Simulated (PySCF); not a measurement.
PySCF input file for arsine (AsH3), SMILES [AsH3], EOM-CCSD/aug-cc-pVDZ. Geometry optimised at PBE-D3(BJ)/def2-TZVPD.

```python
import numpy as np
from pyscf import gto, scf, dft, cc
from pyscf.cc import eom_rccsd

mol = gto.M(
    atom='''
    As    0.00000000    0.00000000    0.07230957
    H    -1.09736608   -0.63356460   -0.79540518
    H     0.00000001    1.26712912   -0.79540529
    H     1.09736600   -0.63356465   -0.79540524
    ''',
    basis='aug-cc-pVDZ',
    charge=0,
    spin=0,
    max_memory=1600,
    verbose=4,
)
mf = scf.RHF(mol)
mf.conv_tol = 1e-10
mf.max_cycle = 100
mf.kernel()
mycc = cc.CCSD(mf, frozen=14)
mycc.conv_tol = 1e-8
mycc.kernel()
mycc.solve_lambda()
dip = scf.hf.dip_moment(mol, mycc.make_rdm1(ao_repr=True))
res = {}
for name, solver, nroots, keep in (('singlet', eom_rccsd.EOMEESinglet, 9, 6), ('triplet', eom_rccsd.EOMEETriplet, 6, 3), ('IP', eom_rccsd.EOMIP, 6, 5), ('EA', eom_rccsd.EOMEA, 3, 2)):
    eom = solver(mycc)
    eom.max_cycle, eom.max_space = 200, 40
    e = eom.kernel(nroots=nroots)[0]
    res[name] = (e[:keep] * 27.211386245988, all(eom.converged[:keep]))
    print(name, 'roots / eV', res[name][0].round(3))
```

It prints:

```
PySCF version 2.14.0

[INPUT] verbose = 4
[INPUT] num. atoms = 4
[INPUT] num. electrons = 36
[INPUT] charge = 0
[INPUT] spin (= nelec alpha-beta = 2S) = 0
[INPUT] symmetry False subgroup None
[INPUT] Mole.unit = angstrom
[INPUT] Symbol           X                Y                Z      unit          X                Y                Z       unit  Magmom
[INPUT]  1 As     0.000000000000   0.000000000000   0.072309570000 AA    0.000000000000   0.000000000000   0.136645283485 Bohr   0.0
[INPUT]  2 H     -1.097366080000  -0.633564600000  -0.795405180000 AA   -2.073721349588  -1.197263576220  -1.503097948260 Bohr   0.0
[INPUT]  3 H      0.000000010000   1.267129120000  -0.795405290000 AA    0.000000018897   2.394527001261  -1.503098156130 Bohr   0.0
[INPUT]  4 H      1.097366000000  -0.633564650000  -0.795405240000 AA    2.073721198409  -1.197263670706  -1.503098061644 Bohr   0.0

nuclear repulsion = 34.8358898226322
number of shells = 24
number of NR pGTOs = 119
number of NR cGTOs = 63
basis = aug-cc-pVDZ
ecp = {}


[settings echo left out]
init E= -2234.88741582867
  HOMO = -0.309524128362247  LUMO = 0.0242388745098578  gap/eV = 9.08215
cycle= 1 E= -2235.88726648142  delta_E=   -1  |g|= 0.139  |ddm|= 1.33
  HOMO = -0.385050790943287  LUMO = 0.0319137174932664  gap/eV = 11.34618
cycle= 2 E= -2235.89821258415  delta_E= -0.0109  |g|= 0.0399  |ddm|= 0.23
  HOMO = -0.384089569069964  LUMO = 0.034124388640723  gap/eV = 11.38018
cycle= 3 E= -2235.89935825271  delta_E= -0.00115  |g|= 0.0109  |ddm|= 0.114
  HOMO = -0.383045585172767  LUMO = 0.034183596044969  gap/eV = 11.35338
cycle= 4 E= -2235.89947566575  delta_E= -0.000117  |g|= 0.00231  |ddm|= 0.0413
  HOMO = -0.383799857331609  LUMO = 0.0341458161773964  gap/eV = 11.37288
cycle= 5 E= -2235.89948120471  delta_E= -5.54e-06  |g|= 0.000499  |ddm|= 0.00991
  HOMO = -0.383665508897857  LUMO = 0.0341494438393846  gap/eV = 11.36932
cycle= 6 E= -2235.89948135239  delta_E= -1.48e-07  |g|= 0.00011  |ddm|= 0.0011
  HOMO = -0.383680847338483  LUMO = 0.0341472292268676  gap/eV = 11.36968
cycle= 7 E= -2235.89948136201  delta_E= -9.62e-09  |g|= 1.34e-05  |ddm|= 0.000293
  HOMO = -0.383685040358285  LUMO = 0.0341467972080309  gap/eV = 11.36978
cycle= 8 E= -2235.89948136218  delta_E= -1.73e-10  |g|= 2.38e-06  |ddm|= 4.47e-05
  HOMO = -0.383684811819187  LUMO = 0.034146822728101  gap/eV = 11.36978
cycle= 9 E= -2235.89948136218  delta_E= 7.73e-12  |g|= 3.81e-07  |ddm|= 8.7e-06
  HOMO = -0.383684805052074  LUMO = 0.0341468271646312  gap/eV = 11.36978
Extra cycle  E= -2235.89948136219  delta_E= -8.19e-12  |g|= 1.52e-07  |ddm|= 1.48e-06
converged SCF energy = -2235.89948136219

******** <class 'pyscf.cc.ccsd.CCSD'> ********
CC2 = 0
CCSD nocc = 4, nmo = 49
frozen orbitals 14
max_cycle = 50
direct = 0
conv_tol = 1e-08
conv_tol_normt = 1e-05
diis_space = 6
diis_start_cycle = 0
diis_start_energy_diff = 1e+09
Init t2, MP2 energy = -2236.0311224873  E_corr(MP2) -0.131641125119192
Init E_corr(CCSD) = -0.131641125119211
cycle = 1  E_corr(CCSD) = -0.152393439965376  dE = -0.0207523148  norm(t1,t2) = 0.0420708
cycle = 2  E_corr(CCSD) = -0.157642457517504  dE = -0.00524901755  norm(t1,t2) = 0.0153374
cycle = 3  E_corr(CCSD) = -0.160249160464641  dE = -0.00260670295  norm(t1,t2) = 0.00685597
cycle = 4  E_corr(CCSD) = -0.160269617208068  dE = -2.04567434e-05  norm(t1,t2) = 0.00136734
cycle = 5  E_corr(CCSD) = -0.160210152830237  dE = 5.94643778e-05  norm(t1,t2) = 0.000483169
cycle = 6  E_corr(CCSD) = -0.160216776582512  dE = -6.62375228e-06  norm(t1,t2) = 0.000129547
cycle = 7  E_corr(CCSD) = -0.160217339088256  dE = -5.62505743e-07  norm(t1,t2) = 3.54805e-05
cycle = 8  E_corr(CCSD) = -0.160217057130593  dE = 2.81957662e-07  norm(t1,t2) = 1.31927e-05
cycle = 9  E_corr(CCSD) = -0.160217028884369  dE = 2.82462239e-08  norm(t1,t2) = 3.86687e-06
cycle = 10  E_corr(CCSD) = -0.160216964587774  dE = 6.42965951e-08  norm(t1,t2) = 9.1328e-07
cycle = 11  E_corr(CCSD) = -0.160216931802188  dE = 3.27855866e-08  norm(t1,t2) = 2.9968e-07
cycle = 12  E_corr(CCSD) = -0.160216920073136  dE = 1.17290512e-08  norm(t1,t2) = 9.61783e-08
cycle = 13  E_corr(CCSD) = -0.160216919207225  dE = 8.65911898e-10  norm(t1,t2) = 3.50791e-08
CCSD converged
E(CCSD) = -2236.059698281393  E_corr = -0.1602169192072246
cycle = 1  norm(lambda1,lambda2) = 0.00839725
cycle = 2  norm(lambda1,lambda2) = 0.00218818
cycle = 3  norm(lambda1,lambda2) = 0.00095199
cycle = 4  norm(lambda1,lambda2) = 0.000212694
cycle = 5  norm(lambda1,lambda2) = 5.3998e-05
cycle = 6  norm(lambda1,lambda2) = 1.55909e-05
cycle = 7  norm(lambda1,lambda2) = 4.86723e-06
Dipole moment(X, Y, Z, Debye): -0.00000,  0.00000, -0.22600

******** <class 'pyscf.cc.eom_rccsd.EOMEESinglet'> ********
max_space = 40
max_cycle = 200
conv_tol = 1e-08
partition = None
EOM-CCSD root 0 E = 0.2459644726529557  qpwt = 0.948983  conv = True
EOM-CCSD root 1 E = 0.2637060330696184  qpwt = 0.945988  conv = True
EOM-CCSD root 2 E = 0.2637060514601682  qpwt = 0.944934  conv = True
EOM-CCSD root 3 E = 0.3054158175704825  qpwt = 0.955101  conv = True
EOM-CCSD root 4 E = 0.3054158178765619  qpwt = 0.955006  conv = True
EOM-CCSD root 5 E = 0.3174788060665145  qpwt = 0.946447  conv = True
EOM-CCSD root 6 E = 0.3370302685362362  qpwt = 0.941777  conv = True
EOM-CCSD root 7 E = 0.3370302729502327  qpwt = 0.941324  conv = True
EOM-CCSD root 8 E = 0.3383376741660766  qpwt = 0.929164  conv = True
singlet roots / eV [6.693 7.176 7.176 8.311 8.311 8.639]

******** <class 'pyscf.cc.eom_rccsd.EOMEETriplet'> ********
max_space = 40
max_cycle = 200
conv_tol = 1e-08
partition = None
EOM-CCSD root 0 E = 0.216024515290143  qpwt = 0.961974  conv = True
EOM-CCSD root 1 E = 0.2160245177783393  qpwt = 0.961974  conv = True
EOM-CCSD root 2 E = 0.2339559208139466  qpwt = 0.949333  conv = True
EOM-CCSD root 3 E = 0.2887020635461356  qpwt = 0.955513  conv = True
EOM-CCSD root 4 E = 0.3022843051610001  qpwt = 0.950397  conv = True
EOM-CCSD root 5 E = 0.3022843323348957  qpwt = 0.950397  conv = True
triplet roots / eV [5.878 5.878 6.366]

******** <class 'pyscf.cc.eom_rccsd.EOMIP'> ********
max_space = 40
max_cycle = 200
conv_tol = 1e-08
partition = None
EOM-CCSD root 0 E = 0.3792285988929575  qpwt = 0.961681  conv = True
EOM-CCSD root 1 E = 0.4742119279197887  qpwt = 0.948061  conv = True
EOM-CCSD root 2 E = 0.474211933128869  qpwt = 0.948061  conv = True
EOM-CCSD root 3 E = 0.7112456980551027  qpwt = 0.622847  conv = True
EOM-CCSD root 4 E = 0.7523183933173064  qpwt = 0.000536376  conv = True
EOM-CCSD root 5 E = 0.752319091227829  qpwt = 0.000536471  conv = True
IP roots / eV [10.319 12.904 12.904 19.354 20.472]

******** <class 'pyscf.cc.eom_rccsd.EOMEA'> ********
max_space = 40
max_cycle = 200
conv_tol = 1e-08
partition = None
EOM-CCSD root 0 E = 0.0233406486040576  qpwt = 0.991588  conv = True
EOM-CCSD root 1 E = 0.06636113827748132  qpwt = 0.988969  conv = True
EOM-CCSD root 2 E = 0.06636113871879129  qpwt = 0.988969  conv = True
EA roots / eV [0.635 1.806]
```

Self-consistency was reached.
